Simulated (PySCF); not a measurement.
## Run times: hafnium in aug-cc-pVDZ-PP with ECP60MDF

Measured wall times of calculations with PySCF 2.14 in aug-cc-pVDZ-PP with ECP60MDF (5s5p4d2f, 54 functions), with a scalar-relativistic core potential, run from one Python driver. Hardware: 1 thread of Neoverse-N1 on a shared host, 1.3 GiB allowed. The two-electron integrals over 54 functions were computed once and kept in memory (0.29 CPU seconds with the set-up); the times below exclude them. Kohn-Sham runs start from converged Hartree-Fock orbitals.

Launch command (the driver calls PySCF for each step listed in the task file):

```bash
OMP_NUM_THREADS=1 python atomrun2.py TASK.json OUT
```

| species | step | iterations | wall time (s) |
| --- | --- | --- | --- |
| Hf [Xe] 4f14 5d2 6s2 | UHF | 6 | 0.46 |
| Hf [Xe] 4f14 5d2 6s2 | BP86 | 5 | 1.1 |
| Hf [Xe] 4f14 5d2 6s2 | MN15 | 7 | 3.1 |
| Hf [Xe] 4f14 5d2 6s2 | MP2 (4 electrons) |  | 0.1 |
| Hf⁺ [Xe] 4f14 5d1 6s2 | BP86 | 9 | 1.7 |

Question: Roughly how long does MN15 take for Hf⁺ [Xe] 4f14 5d1 6s2 here?

Answer: About 4.3 s.

Peak memory of the process: 0.24 GiB. Times on a shared host vary from run to run.
